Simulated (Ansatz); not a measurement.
Species: C3H5O3 (charge 0, doublet). It need not be the lowest isomer of its formula. 
Structure (B3LYP-D3(BJ)/def2-TZVP (Ansatz, a first-principles code) minimum search):
```xyz
11

C      2.3673    -0.0151     0.0741
O      1.1501    -0.5067     0.4539
C      0.0464     0.0785    -0.0667
O      0.0374     0.9848    -0.8537
O     -1.0112    -0.5382     0.4551
C     -2.2832    -0.0426     0.0064
H      3.1959    -0.5857     0.4527
H      2.4043     0.7361    -0.6960
H     -3.0242    -0.6455     0.5224
H     -2.3762    -0.1589    -1.0724
H     -2.3936     1.0090     0.2673
```
Charge 0, spin multiplicity 2.

Quantity: atomisation energy (electronic, to ground-state atoms), in kJ/mol. Correlated levels leave the core frozen unless marked. UHF or UKS for open shells. Spin-orbit coupling is left out. No relativistic terms. The coupled-cluster limit lacks core correlation, which all-electron functionals hold. CBS(X,Y): correlation extrapolated as X^-3; Hartree-Fock from the larger set. The bracket is a focal-point correction in the basis named.

| level | program | atomisation energy (kJ/mol) |
|---|---|---|
| BLYP/def2-TZVPD | Ansatz | 4519.5 |
| HSE06-D3(BJ)/def2-TZVPD | Ansatz + dftd3 | 4557.2 |

### Question
Predict the RI-MP2/CBS(cc-pVTZ,cc-pVQZ)+[CCSD(T)-MP2]/cc-pVTZ result (Ansatz).

### Answer
4516.3 kJ/mol
